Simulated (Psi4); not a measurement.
Conformational energy of SMILES N#CCCS (C3H5NS). Scanned: dihedral C2–C3–C4–S5 and dihedral C3–C4–S5–H10; all other coordinates were relaxed at GFN2-xTB. Points at φ and −φ are mirror images. Heavy atoms are numbered in the order of the SMILES N#CCCS, hydrogens after them in the order of the atoms that carry them; the mirror image has the same energies with the sign of each dihedral reversed.

Level of theory: PBE/def2-SVP // GFN2-xTB run with Psi4 1.11.

Energy in kcal/mol above the lowest grid point; x is the dihedral C2–C3–C4–S5 (°), y the dihedral C3–C4–S5–H10 (°).

| y \ x | -150 | -120 | -90 | -60 | -30 | 0 | 30 | 60 | 90 | 120 | 150 | 180 |
|---|---|---|---|---|---|---|---|---|---|---|---|---|
| 180 | 3.2 | 5.2 | 3.6 | 2.7 | 5.1 | 7.1 | 5.1 | 2.7 | 3.6 | 5.2 | 3.2 | 1.5 |
| 150 | 3.7 | 5.6 | 3.8 | 3.0 | 5.9 | 7.7 | 5.1 | 2.7 | 4.1 | 5.5 | 3.4 | 1.8 |
| 120 | 3.7 | 5.4 | 3.4 | 2.5 | 5.8 | 7.9 | 5.1 | 2.6 | 4.1 | 5.5 | 3.4 | 1.8 |
| 90 | 2.7 | 4.1 | 2.0 | 0.8 | 4.0 | 6.5 | 4.2 | 1.7 | 3.1 | 4.4 | 2.2 | 0.8 |
| 60 | 2.5 | 3.8 | 1.5 | 0.0 | 2.8 | 5.5 | 3.8 | 1.4 | 2.9 | 4.2 | 1.9 | 0.5 |
| 30 | 4.1 | 5.9 | 3.3 | 1.6 | 3.8 | 6.3 | 4.8 | 2.6 | 4.5 | 6.1 | 3.5 | 1.9 |
| 0 | 5.1 | 7.5 | 5.1 | 3.2 | 5.3 | 7.2 | 5.3 | 3.2 | 5.1 | 7.5 | 5.1 | 3.0 |
| -30 | 3.5 | 6.1 | 4.5 | 2.6 | 4.8 | 6.3 | 3.8 | 1.6 | 3.3 | 5.9 | 4.1 | 1.9 |
| -60 | 1.9 | 4.2 | 2.9 | 1.4 | 3.8 | 5.5 | 2.8 | 0.0 | 1.5 | 3.8 | 2.5 | 0.5 |
| -90 | 2.2 | 4.4 | 3.1 | 1.7 | 4.2 | 6.5 | 4.0 | 0.8 | 2.0 | 4.1 | 2.7 | 0.8 |
| -120 | 3.4 | 5.5 | 4.1 | 2.6 | 5.1 | 7.9 | 5.8 | 2.5 | 3.4 | 5.4 | 3.7 | 1.8 |
| -150 | 3.4 | 5.5 | 4.1 | 2.7 | 5.1 | 7.7 | 5.9 | 3.0 | 3.8 | 5.6 | 3.7 | 1.8 |

The six lowest points that lie below all their neighbours on the grid: x = -60, y = 60 (0.0 kcal/mol); x = 60, y = -60 (0.0 kcal/mol); x = 180, y = -60 (0.5 kcal/mol); x = 180, y = 60 (0.5 kcal/mol); x = -60, y = -60 (1.4 kcal/mol); x = 60, y = 60 (1.4 kcal/mol). The lowest path on the grid from the first to the second passes x = -120, y = 60 at 3.8 kcal/mol.
